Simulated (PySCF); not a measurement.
## Structure elucidation problem

The spectra below were simulated for a compound C$_{3}$H$_{10}$BN.

¹H NMR (600 MHz, computed): δ 3.66 (br s, 1H), 2.78 (s, 3H), 0.29 (s, 6H).

¹³C{¹H} NMR (computed): δ 33.1 (CH3), 5.3 (CH3, 2C).

Method: PBE0-D3(BJ)/def2-TZVP structure, shieldings: GIAO B97-2/pcSseg-2, in PySCF 2.14 (averaged over atoms made equivalent by symmetry, fast rotation or ring inversion, a single conformation, non-relativistic Hamiltonian, no solvent).

δ = σ(ref) − σ, references computed at the same level: TMS for ¹H, ¹³C.

What is the structure?

Answers


2 carbon signals for 3 carbons: some carbons are equivalent by symmetry or fast rotation. Carbon types of the structure: 3 × CH3, leaving 1 H on heteroatoms. δC 33.1: methyl carbon bonded to N; pulled downfield by the heteroatom. δC 5.3: methyl carbon bonded to B. δH 3.66: hydrogen on a nitrogen bonded to C, B; exchangeable, gas-phase position. δH 2.78: hydrogen on a methyl carbon bonded to N; its carbon carries N, hence the downfield position. δH 0.29: hydrogen on a methyl carbon bonded to B.

The compound is SMILES B(NC)(C)C.

The data come from this structure; uniqueness wasn't tested.

The OH or NH signal is concentration- and solvent-dependent in practice; the value given is the gas-phase one. A carbon bonded to boron is broadened by the quadrupolar boron nucleus and is often missing from a measured spectrum. Shifts are as computed. Against solution values, carbons near 30 ppm lie about +3 ppm off and those near 130 ppm about +7 ppm. Of 1211 compounds with measured shifts, 218 miss one by over three times the rms of a fit or turn the order of signals round; such compounds aren't used in these exercises. No couplings were computed; multiplicities are counted from neighbouring protons, with m where these are inequivalent, close in shift, in a saturated or five-membered ring or joined by F or P, and br s for small geminal =CH2 splittings.
